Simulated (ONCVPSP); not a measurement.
Reading a pseudo-wave (S)

Columns: radius, all-electron u(r) and pseudo u(r) of the 3p shell (level -7.11 eV) of sulfur in the configuration [Ne] 3s2 3p4; LDA (Perdew-Zunger), scalar-relativistic, ONCV scheme, ONCVPSP 4.0.1.

```
r (bohr)  all-electron  pseudo
   0.068       -0.0968  0.0034
   0.135       -0.2296  0.0134
   0.202       -0.3123  0.0300
   0.270       -0.3340  0.0534
   0.338       -0.3045  0.0829
   0.405       -0.2407  0.1174
   0.473       -0.1544  0.1573
   0.540       -0.0584  0.2006
   0.608        0.0424  0.2479
   0.675        0.1400  0.2970
   0.742        0.2324  0.3476
   0.810        0.3188  0.3991
   0.878        0.3967  0.4494
   0.945        0.4644  0.4967
   1.013        0.5240  0.5416
   1.080        0.5740  0.5822
   1.148        0.6163  0.6192
   1.215        0.6501  0.6508
   1.283        0.6773  0.6773
   1.350        0.6975  0.6975
   1.418        0.7121  0.7121
   1.485        0.7213  0.7213
   1.553        0.7260  0.7260
   1.620        0.7266  0.7266
   1.688        0.7238  0.7238
   1.755        0.7181  0.7181
```

Task: How many radial nodes do the two functions have?

Result: The all-electron 3p function has n − l − 1 = 1; the pseudo-wave has 0, since the states of the same l below it are removed with the core.

Task: At about which radius was the pseudo-wave matched?

Result: 1.35 bohr. The columns agree to 0.0005 from 1.28 bohr on; several derivatives are matched, so the curves merge somewhat inside the radius.

Task: Is the pseudo-wave norm-conserving?

Result: Yes: the ONCV scheme keeps the norm inside the radius equal to the all-electron one, which fixes the energy derivative of the logarithmic derivative at the level.
